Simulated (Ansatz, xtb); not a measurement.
**C4H4BrFO: which of two isomers lies lower**

We compare I, `F[C@@H]1OC=C[C@H]1Br`, a singlet, with II, `F[C@@H]1C=C(Br)OC1`, a singlet. Both are isolated molecules in the gas phase, relaxed with PBE0-D3(BJ)/def2-SVP; the shapes shown needn't be the lowest conformers.

I (Å):

```csv
atom,x (Å),y (Å),z (Å)
C,-0.0463,0.2204,-1.0911
C,1.8789,-0.7018,-1.7053
C,1.0306,-1.2066,-2.6082
C,-0.3370,-0.8086,-2.1932
Br,-1.3665,-2.3321,-1.4871
F,-0.1747,1.4698,-1.6146
O,1.2882,0.0289,-0.7234
H,-0.6836,0.1461,-0.1991
H,2.9617,-0.7944,-1.6249
H,1.2788,-1.8320,-3.4620
H,-0.9739,-0.3700,-2.9708
```

II (Å):

```xyz
11

C    -0.1904   -0.2952   -0.6234
C    -0.4461   -0.6586   -2.0478
C     0.6655   -1.2617   -2.4963
C     1.3201   -0.5090   -0.5239
Br    0.9607   -2.0640   -4.1448
F    -0.8657   -1.1378    0.2460
O     1.7078   -1.2934   -1.6567
H    -0.4840    0.7316   -0.3511
H    -1.3878   -0.5537   -2.5794
H     1.8678    0.4451   -0.5718
H     1.5893   -1.0490    0.3938
```

Question: Estimate which is lower in electronic energy at CCSD(T)/def2-SVP + ΔMP2/def2-TZVPP, and by roughly how much.

Answer: The CCSD(T)/def2-SVP + ΔMP2/def2-TZVPP calculation puts structure I lower, by 7.5 kcal/mol.

The same difference at several levels:

```csv
level,geometry,E(II) − E(I) (kcal/mol),departure from the last row (kcal/mol),"job, with rough time for the two"
GFN2-xTB,GFN2-xTB,+2.8,−4.7,"optimisation, 0.2 s"
HF/STO-3G,GFN2-xTB,−1.3,−8.8,"single point, 0.46 s"
r2SCAN-D4/def2-SVP,GFN2-xTB,+8.3,+0.8,"single point, 4.3 s"
PBE0-D3(BJ)/def2-SVP,PBE0-D3(BJ)/def2-SVP,+8.1,+0.6,"optimisation, 44 s"
HF/def2-SVP,PBE0-D3(BJ)/def2-SVP,+9.8,+2.3,part of the CCSD(T) run
MP2/def2-SVP,PBE0-D3(BJ)/def2-SVP,+8.6,+1.1,part of the CCSD(T) run
CCSD(T)/def2-SVP,PBE0-D3(BJ)/def2-SVP,+9.0,+1.5,single point
CCSD(T)/def2-SVP + ΔMP2/def2-TZVPP,PBE0-D3(BJ)/def2-SVP,+7.5,,"single point, 99 s"
```

As drawn, both hold the same kinds of bond in the same numbers.

HF/STO-3G puts the two in the other order. The largest departure from CCSD(T)/def2-SVP + ΔMP2/def2-TZVPP is that of HF/STO-3G, 8.8 kcal/mol. The last row adds to CCSD(T) the change of the MP2 difference between the two basis sets, here −1.5 kcal/mol.

With thermal terms from frequencies at re-optimised GFN2-xTB minima (ideal gas, soft modes damped towards free rotors, one conformer each, 298.15 K, 1 atm): on the last row, ΔE + ΔZPE = +7.5, ΔH = +7.6, ΔG = +7.4 kcal/mol.

The correlated steps freeze 15 core orbitals; the filled d shell of Br is correlated, in a basis made for valence electrons. Programs: Ansatz 0.2.0, xtb 6.7.1; the last row on 4 threads of Arm Neoverse V1 on a shared host.
